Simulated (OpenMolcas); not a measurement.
Rh3+ (d6) among equal point charges was computed by CASSCF with the d shell active (OpenMolcas, ANO-RCC-VDZP on the metal). Its lowest spin-free states, and all those of the highest spin:

```tsv
2S+1	Degeneracy	E (cm-1)
5	2	0.0
5	3	2875
3	3	18177
3	2	19410
3	3	20710
3	3	20836
3	1	22453
3	3	22647
3	3	23683
3	1	23820
3	2	25082
3	3	25209
```

Question: Is the site octahedral, tetrahedral or cube-like, axial, or of lower symmetry?

Answer: The states with 2S+1 = 5 have orbital degeneracies 2, 3. Threefold states need a cubic site. For d6 at this spin an octahedron puts the threefold T2 below the twofold E and a tetrahedron or cube puts the twofold E below the threefold T2, so the site is a tetrahedron or a cube, which this pattern cannot tell apart. The first gap at this spin, 2880 cm-1, is |10Dq| in ligand-field theory. The run had Rh3+ among 8 point charges of -0.6 e arranged as a cube (Oh), 1.97 Å from the ion.

An orbital doublet at a regular site is open to a Jahn-Teller distortion, which this geometry leaves out. Without dynamic correlation the repulsion within the d shell is too large (B by tens of per cent), so at a given field states of lower spin stand too high. Point charges give a weaker field than real ligands, and real ions of this kind are as a rule low spin; the high spin found here belongs to the model. The ground term spreads over less than 5000 cm-1, several times less than with real ligands, so orbital moments are less quenched and χT lies further from the spin-only value than at real sites. This is an electrostatic model: the charges have no orbitals. No measured value stands beside these numbers.
